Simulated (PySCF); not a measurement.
H$_{4}$N (SMILES [NH4+]), charge +1, singlet, geometry from GFN2-xTB, with bond 5-1 at 3.0 times its length; PBE/def2-SVP (PySCF).

Input for PySCF:
```python
from pyscf import gto, scf, dft

mol = gto.M(
    atom='''
N     0.000000   -0.000000    0.000000
H    -0.007295    0.966032   -0.356032
H     0.836383   -0.488240   -0.349447
H    -0.844712   -0.491516   -0.323888
H     0.046870    0.041173    3.088101
''',
    basis='def2-svp',
    charge=1,
    spin=0,
    verbose=4,
)

mf = dft.RKS(mol)
mf.xc = 'pbe'
mf.kernel()
mo_i, mo_e, stable_i, stable_e = mf.stability(internal=True, external=True, return_status=True, nroots=6, tol=1e-6)
print('internally stable:', stable_i, ' externally stable:', stable_e)
if not stable_e:
    umf = mf.to_uhf() if not hasattr(mf, 'xc') else mf.to_uks()
    umf.scf_summary = {}
    umf.kernel(umf.make_rdm1(mo_e, umf.mo_occ))
mf.analyze()
```

What does PySCF print? Leave out banner, timings and long lists.


```
PySCF version 2.14.0

[INPUT] verbose = 4
[INPUT] num. atoms = 5
[INPUT] num. electrons = 10
[INPUT] charge = 1
[INPUT] spin (= nelec alpha-beta = 2S) = 0
[INPUT] symmetry False subgroup None
[INPUT] Mole.unit = angstrom
[INPUT] Symbol           X                Y                Z      unit          X                Y                Z       unit  Magmom
[...]
nuclear repulsion = 13.3821048361286
number of shells = 18
number of NR pGTOs = 52
number of NR cGTOs = 34
basis = def2-svp
ecp = {}

******** <class 'pyscf.dft.rks.RKS'> ********
method = RKS
initial guess = minao
damping factor = 0
level_shift factor = 0
DIIS = <class 'pyscf.scf.diis.CDIIS'>
diis_start_cycle = 1
diis_space = 8
diis_damp = 0
SCF conv_tol = 1e-09
SCF conv_tol_grad = None
SCF max_cycles = 50
direct_scf = True
direct_scf_tol = 1e-13
XC library pyscf.dft.libxc version 7.1.2
    S. Lehtola, C. Steigemann, M. J. T. Oliveira, and M. A. L. Marques,  SoftwareX 7, 1–5 (2018)
XC functionals = pbe
    J. P. Perdew, K. Burke, and M. Ernzerhof,  Phys. Rev. Lett. 77, 3865 (1996)
    J. P. Perdew, K. Burke, and M. Ernzerhof,  Phys. Rev. Lett. 78, 1396 (1997)
    J. P. Perdew, K. Burke, and M. Ernzerhof,  Phys. Rev. Lett. 77, 3865 (1996)
    J. P. Perdew, K. Burke, and M. Ernzerhof,  Phys. Rev. Lett. 78, 1396 (1997)
radial grids:
    Treutler-Ahlrichs [JCP 102, 346 (1995); DOI:10.1063/1.469408] (M4) radial grids

becke partition: Becke, JCP 88, 2547 (1988); DOI:10.1063/1.454033
pruning grids: <function nwchem_prune>
grids dens level: 3
symmetrized grids: False
atomic radii adjust function: <function treutler_atomic_radii_adjust>
small_rho_cutoff = 0
Set gradient conv threshold to 3.16228e-05
Initial guess from minao.
tot grids = 53136
init E= -56.7626539731282
cycle= 1 E= -56.4358616128099  delta_E= 0.327  |g|= 0.413  |ddm|= 1.73
cycle= 2 E= -55.3110023349171  delta_E= 1.12  |g|= 1.44  |ddm|= 1.88
cycle= 3 E= -56.5453356557838  delta_E= -1.23  |g|= 0.206  |ddm|= 1.51
cycle= 4 E= -56.125651743271  delta_E= 0.42  |g|=  0.9  |ddm|= 0.836
cycle= 5 E= -55.9270788205852  delta_E= 0.199  |g|= 0.941  |ddm|= 0.264
cycle= 6 E= -56.4627351517669  delta_E= -0.536  |g|= 0.481  |ddm|= 0.76
cycle= 7 E= -56.4818326320317  delta_E= -0.0191  |g|= 0.317  |ddm|= 0.936
cycle= 8 E= -56.5425058403317  delta_E= -0.0607  |g|= 0.159  |ddm|= 0.34
cycle= 9 E= -56.5532236885079  delta_E= -0.0107  |g|= 0.0896  |ddm|= 0.297
cycle= 10 E= -56.5549178317719  delta_E= -0.00169  |g|= 0.0654  |ddm|= 0.0251
[...]
converged SCF energy = -56.5568608230664
<class 'pyscf.dft.rks.RKS'> wavefunction is stable in the internal stability analysis
<class 'pyscf.dft.rks.RKS'> wavefunction is stable in the real -> complex stability analysis
<class 'pyscf.dft.rks.RKS'> wavefunction has an RHF/RKS -> UHF/UKS instability
internally stable: True  externally stable: False
[...]
cycle= 31 E= -55.6272179712266  delta_E= -0.0452  |g|= 0.71  |ddm|= 0.0555
cycle= 32 E= -55.6491036199617  delta_E= -0.0219  |g|= 0.691  |ddm|= 0.0298
cycle= 33 E= -55.6686078469122  delta_E= -0.0195  |g|= 0.68  |ddm|= 0.0265
cycle= 34 E= -55.5834101421126  delta_E= 0.0852  |g|= 0.746  |ddm|= 0.103
cycle= 35 E= -56.4462804511913  delta_E= -0.863  |g|= 0.237  |ddm|= 1.27
cycle= 36 E= -56.4673790540279  delta_E= -0.0211  |g|= 0.208  |ddm|= 0.0929
cycle= 37 E= -55.6727646833237  delta_E= 0.795  |g|= 0.633  |ddm|= 1.24
cycle= 38 E= -55.6616687403496  delta_E= 0.0111  |g|= 0.638  |ddm|= 0.0161
cycle= 39 E= -55.6778488576306  delta_E= -0.0162  |g|= 0.628  |ddm|= 0.0228
cycle= 40 E= -55.6875885956057  delta_E= -0.00974  |g|= 0.627  |ddm|= 0.0176
cycle= 41 E= -55.6868206369822  delta_E= 0.000768  |g|= 0.627  |ddm|= 0.00552
cycle= 42 E= -55.6773612144177  delta_E= 0.00946  |g|= 0.629  |ddm|= 0.0143
cycle= 43 E= -55.6582823430568  delta_E= 0.0191  |g|= 0.637  |ddm|= 0.0272
cycle= 44 E= -56.0836457129936  delta_E= -0.425  |g|= 0.654  |ddm|= 0.496
cycle= 45 E= -56.1738004367618  delta_E= -0.0902  |g|= 0.795  |ddm|= 1.22
cycle= 46 E= -56.442972446038  delta_E= -0.269  |g|= 0.235  |ddm|= 0.442
cycle= 47 E= -55.6526903105326  delta_E= 0.79  |g|= 0.683  |ddm|= 1.26
cycle= 48 E= -55.6408581821157  delta_E= 0.0118  |g|= 0.696  |ddm|= 0.017
cycle= 49 E= -55.6467150264267  delta_E= -0.00586  |g|= 0.692  |ddm|= 0.00784
cycle= 50 E= -55.6574148977054  delta_E= -0.0107  |g|= 0.685  |ddm|= 0.0143
SCF not converged.
SCF energy = -55.6574148977054 after 50 cycles  <S^2> = 0.00018004754  2S+1 = 1.00036
**** SCF Summaries ****
Total Energy =                         -56.556860823066444
Nuclear Repulsion Energy =              13.382104836128622
One-electron Energy =                  -99.731241005705598
Two-electron Energy =                   29.792275346510536
Two-electron Coulomb Energy =           37.644955302003332
DFT Exchange-Correlation Energy =       -7.852679955492796
**** MO energy ****
[...]
 ** Mulliken pop on meta-lowdin orthogonal AOs  **
 ** Mulliken pop  **
[...]
 ** Mulliken atomic charges  **
charge of    0N =     -0.26795
charge of    1H =      0.28204
charge of    2H =      0.28204
charge of    3H =      0.28204
charge of    4H =      0.42182

WARN: System has nonzero charge 1; the dipole moment is origin-dependent.
Location of origin: [0. 0. 0.]

Dipole moment(X, Y, Z, Debye):  0.07133,  0.06266,  4.69978
```

Convergence was not reached.
